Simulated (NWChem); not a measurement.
All runs are NWChem calculations. System: In, charge 2, spin multiplicity 2. Its SCF solution wasn't tested for a lower state. Level: ROCCSD(T)/def2-TZVP with def2 effective core potentials on In, 4 core orbitals frozen.

The NWChem input:

```
start mol
memory heap 100 mb stack 700 mb global 1900 mb
charge 2
geometry units angstroms nocenter noautoz
  In     0.000000     0.000000     0.000000
  symmetry group D2h
end
basis spherical
  * library def2-tzvp
end
ecp
  In library def2-ecp
end
scf
  rohf
  nopen 1
  maxiter 100
  thresh 1e-7
  semidirect memsize 60000000 filesize 0
  # guess.movecs holds the orbitals of an unrestricted PBE0 run
  vectors input guess.movecs output mol.movecs
end
tce
  freeze core 4
  ccsd(t)
  2eorb
  2emet 13
  thresh 1e-6
  maxiter 100
  tilesize 24
end
task tce energy
```

Output (cleaned and shortened):

```
             Northwest Computational Chemistry Package (NWChem) 7.3.0
             --------------------------------------------------------

                                NWChem Input Module
                                -------------------

 Scaling coordinates for geometry "geometry" by  1.889725989
 (inverse scale =  0.529177249)

                             Geometry "geometry" -> ""
                             -------------------------

 Output coordinates in angstroms (scale by  1.889725989 to convert to a.u.)

  No.       Tag          Charge          X              Y              Z
 ---- ---------------- ---------- -------------- -------------- --------------
    1 In                  49.0000     0.00000000     0.00000000     0.00000000

 Effective nuclear repulsion energy (a.u.)       0.0000000000

            Nuclear Dipole moment (a.u.)
            ----------------------------
        X                 Y               Z
 ---------------- ---------------- ----------------
     0.0000000000     0.0000000000     0.0000000000

      Symmetry information
      --------------------

 Group name             D2h
 Group number             26
 Group order               8
 No. of unique centers     1

      Symmetry unique atoms

     1


 Summary of "ao basis" -> "" (spherical)
 ------------------------------------------------------------------------------
       Tag                 Description            Shells   Functions and Types
 ---------------- ------------------------------  ------  ---------------------
 *                         def2-tzvp                  on all atoms

 Summary of "ao basis" -> "ao basis" (spherical)
 ------------------------------------------------------------------------------
       Tag                 Description            Shells   Functions and Types
 ---------------- ------------------------------  ------  ---------------------
 In                        def2-tzvp                16       50   6s5p3d2f

                                 NWChem SCF Module
                                 -----------------

  ao basis        = "ao basis"
  functions       =    50
  atoms           =     1
  closed shells   =     9
  open shells     =     1
  charge          =   2.00
  wavefunction    = ROHF
  use symmetry    = T
  symmetry adapt  = T

 Summary of "ao basis" -> "ao basis" (spherical)
 ------------------------------------------------------------------------------
       Tag                 Description            Shells   Functions and Types
 ---------------- ------------------------------  ------  ---------------------
 In                        def2-tzvp                16       50   6s5p3d2f

      Symmetry analysis of basis
      --------------------------

        ag         12
        au          2
        b1g         3
        b1u         9
        b2g         3
        b2u         9
        b3g         3
        b3u         9

 Forming initial guess at       0.2s

      Symmetry analysis of molecular orbitals - initial
      -------------------------------------------------

  Numbering of irreducible representations:

     1 ag          2 au          3 b1g         4 b1u         5 b2g
     6 b2u         7 b3g         8 b3u

  Orbital symmetries:

     1 ag          2 b2u         3 b3u         4 b1u         5 ag
     6 b1g         7 ag          8 b2g         9 b3g        10 ag
    11 b1u        12 b2u        13 b3u        14 ag         15 b3g
    16 b2g        17 b1g        18 ag         19 ag         20 b1u
[...]
   Bfn.  Coefficient  Atom+Function         Bfn.  Coefficient  Atom+Function
  ----- ------------  ---------------      ----- ------------  ---------------
    16      0.668994  1 In px                13      0.375750  1 In px
    10     -0.344141  1 In px

 Vector   13  Occ=0.000000D+00  E=-4.345565D-01  Symmetry=b2u
              MO Center= -1.4D-34, -6.0D-19,  4.9D-35, r^2= 3.4D+00
   Bfn.  Coefficient  Atom+Function         Bfn.  Coefficient  Atom+Function
  ----- ------------  ---------------      ----- ------------  ---------------
    17      0.668994  1 In py                14      0.375750  1 In py
    11     -0.344141  1 In py

 center of mass
 --------------
 x =   0.00000000 y =   0.00000000 z =   0.00000000

 moments of inertia (a.u.)
 ------------------
           0.000000000000           0.000000000000           0.000000000000
           0.000000000000           0.000000000000           0.000000000000
           0.000000000000           0.000000000000           0.000000000000

  Mulliken analysis of the total density
  --------------------------------------

    Atom       Charge   Shell Charges
 -----------   ------   -------------------------------------------------------
    1 In  21    19.00   0.39 -0.81  1.54  0.87  0.85  0.16 -0.40  6.37  0.03 -0.00  0.00  9.03  0.96  0.01  0.00  0.00

 Mulliken analysis of the open-shell density
 -------------------------------------------

    Atom       Charge   Shell Charges
 -----------   ------   -------------------------------------------------------
    1 In  21     1.00   0.03 -0.05  0.06 -0.03  0.83  0.16 -0.00  0.00  0.00 -0.00  0.00  0.00  0.00  0.00  0.00  0.00

       Multipole analysis of the density wrt the origin
       ------------------------------------------------

     L   x y z        total         open         nuclear
     -   - - -        -----         ----         -------
     0   0 0 0      2.000000     -1.000000     21.000000

     1   1 0 0      0.000000      0.000000      0.000000
     1   0 1 0      0.000000     -0.000000      0.000000
     1   0 0 1      0.000000     -0.000000      0.000000

     2   2 0 0     -9.977146     -2.202672      0.000000
     2   1 1 0      0.000000      0.000000      0.000000
     2   1 0 1      0.000000     -0.000000      0.000000
     2   0 2 0     -9.977146     -2.202672      0.000000
     2   0 1 1      0.000000     -0.000000      0.000000
     2   0 0 2     -9.977146     -2.202672      0.000000

                   NWChem Extensible Many-Electron Theory Module
                   ---------------------------------------------


            General Information
            -------------------
      Number of processors :     1
         Wavefunction type : Restricted open-shell Hartree-Fock
          No. of electrons :    19
           Alpha electrons :    10
            Beta electrons :     9
           No. of orbitals :   100
            Alpha orbitals :    50
             Beta orbitals :    50
        Alpha frozen cores :     4
         Beta frozen cores :     4
     Alpha frozen virtuals :     0
      Beta frozen virtuals :     0
         Spin multiplicity : doublet
    Number of AO functions :    50
       Number of AO shells :    16
        Use of symmetry is : on
      Symmetry adaption is : on
         Schwarz screening : 0.10D-09

          Correlation Information
          -----------------------
          Calculation type : Coupled-cluster singles & doubles w/ perturbation
   Perturbative correction : (T)
            Max iterations :      100
        Residual threshold : 0.10D-05
     T(0) DIIS level shift : 0.00D+00
     L(0) DIIS level shift : 0.00D+00
     T(1) DIIS level shift : 0.00D+00
     L(1) DIIS level shift : 0.00D+00
     T(R) DIIS level shift : 0.00D+00
     T(I) DIIS level shift : 0.00D+00
   CC-T/L Amplitude update :  5-th order DIIS
                I/O scheme : Global Array Library
        L-threshold :  0.10D-05
        EOM-threshold :  0.10D-05
 no EOMCCSD initial starts read in
 TCE RESTART OPTIONS
 SLICE:      F
 D4D5:       F
 quantumc:   F
 qrotation:  F
 pwtce:      F
 qducc:      F
 nacto:                         0
 nrotv:                         0
 nrot:                          0

            Memory Information
            ------------------
          Available GA space size is     249031800 doubles
          Available MA space size is     104842180 doubles

 Maximum block size supplied by input
 Maximum block size        24 doubles

 tile_dim =      8

 -------------------------------------------------

 Global array virtual files algorithm will be used

 Parallel file system coherency ......... OK

 4-electron integrals stored in orbital form

 v2    file size   =           129379
 4-index algorithm nr.  13 is used
 imaxsize =       30
 imaxsize ichop =        0


CCSD iterations
 ---------------------------------------------------------
 Iter          Residuum       Correlation     Cpu    Wall
 ---------------------------------------------------------
    1   0.0510402940804  -0.1834778890406     1.5     1.5
    2   0.0071138814025  -0.1791602121720     1.3     1.3
    3   0.0015494550136  -0.1798220005067     1.5     1.5
    4   0.0004096437505  -0.1798384897641     1.9     1.9
    5   0.0001185812406  -0.1798609092908     1.4     1.4
    6   0.0000226609111  -0.1798653089805     1.5     1.5
    7   0.0000047873663  -0.1798652406229     1.9     1.9
    8   0.0000013389540  -0.1798651473993     1.4     1.4
    9   0.0000004140817  -0.1798651344942     1.6     1.6
 -----------------------------------------------------------------
 Iterations converged
 CCSD correlation energy / hartree =        -0.179865134494192
 CCSD total energy / hartree       =      -188.572529623786608

 Singles contributions

 Doubles contributions
 CCSD(T)
 Using plain CCSD(T) code
             total no. of tasks         5660
 total no. of tasks / no. procs         5660
                         wl_min            1           1.0
                         wl_max         4096           4.0
        thresh for no. of tasks         5660

 CCSD[T]  correction energy / hartree =        -0.003400978826137
 CCSD[T] correlation energy / hartree =        -0.183266113320328
 CCSD[T] total energy / hartree       =      -188.575930602612743
 CCSD(T)  correction energy / hartree =        -0.002918824808028
 CCSD(T) correlation energy / hartree =        -0.182783959302220
 CCSD(T) total energy / hartree       =      -188.575448448594642

 Task  times  cpu:       21.4s     wall:       21.4s

 Total times  cpu:       21.5s     wall:       21.5s
```
